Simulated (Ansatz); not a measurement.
Total energies of CH3NOZn (`O/C=[N]/[ZnH]`).

Cartesian coordinates in Å:
```
O 1.1022 1.5573 -0.8108
C 0.1161 0.8153 -0.2641
N 0.2436 -0.3932 0.0230
Zn -0.8690 -1.6316 0.7499
H 1.8580 0.9593 -0.9097
H -0.7624 1.4596 -0.1350
H -1.6885 -2.7667 1.3466
```

The species carries charge 0 and has multiplicity 1. For Zn the d shell is correlated and the shells below it are frozen. Scalar relativity is left out up to krypton. All single points use the PBE0-D4/def2-TZVP geometry. It is one conformer, not always the lowest. Basis def2-TZVPP, Ansatz.

RPA on PBE orbitals: Hartree–Fock energy of these orbitals -1946.70577 Eh, correlation -1.57829 Eh (frozen core).

```csv
functional,energy without D4 (Eh),D4 term (kJ/mol)
LDA (SPW92),-1945.11214,–
BHLYP,-1949.20157,-13.0
```

Task: Give the same for PBE, revPBE, BLYP, r2SCAN, B97M-V, PBE0, B3LYP, r2SCANh, r2SCAN0, HSE06 (plane-wave form), CAM-B3LYP, LC-ωPBE, ωB97X-V, ωB97M-V, B2PLYP, PBE-QIDH. (Estimate.)

Result: Ansatz gave: 
| functional | energy without D4 (Eh) | D4 term (kJ/mol) |
| --- | --- | --- |
| PBE | -1948.88565 | -11.0 |
| revPBE | -1949.17493 | -36.7 |
| BLYP | -1949.39231 | -24.7 |
| r2SCAN | -1949.23935 | -2.6 |
| B97M-V | -1948.95475 | – |
| PBE0 | -1948.90097 | -9.2 |
| B3LYP | -1949.39662 | -17.7 |
| r2SCANh | -1949.21144 | -2.8 |
| r2SCAN0 | -1949.17162 | -3.1 |
| HSE06 (plane-wave form) | -1948.89122 | -8.5 |
| CAM-B3LYP | -1949.38724 | -9.2 |
| LC-ωPBE | -1949.00362 | – |
| ωB97X-V | -1949.11575 | – |
| ωB97M-V | -1949.18729 | – |
| B2PLYP | -1948.93910 | – |
| PBE-QIDH | -1948.62718 | – |

B3LYP takes the VWN-RPA correlation (the form of Gaussian; ORCA's B3LYP/G). HSE06 is the plane-wave form, built on full-range PBE exchange. The double hybrids freeze the cores in their second-order part.

LC-ωPBE has ω = 0.4 bohr⁻¹.
